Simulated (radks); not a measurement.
Species: B+. Configuration: [He] 2s1 5p1 (not the ground configuration). All-electron calculation, non-relativistic Kohn-Sham, PBE, spin-polarised, spherical densities, point nucleus; open shells are filled with parallel spins first. Program: a radial shooting solver on a logarithmic mesh with Libxc functionals.

Unscreened Slater integrals over Kohn-Sham orbitals (cm^-1). They are taken over the spin-up orbitals.

F0(5p,5p): 12992
F2(5p,5p): 6965.0
F0(5p,2s): 19175
G1(5p,2s): 608.42
F0(5p,1s): 20565
G1(5p,1s): 685.76
F0(2s,2s): 121880
F0(2s,1s): 170180
G0(2s,1s): 13991
F0(1s,1s): 631350

Derived for the open shells (J is the average intra-shell exchange parameter used in DFT+U). 5p: J = F2/5 = 1393 cm^-1.
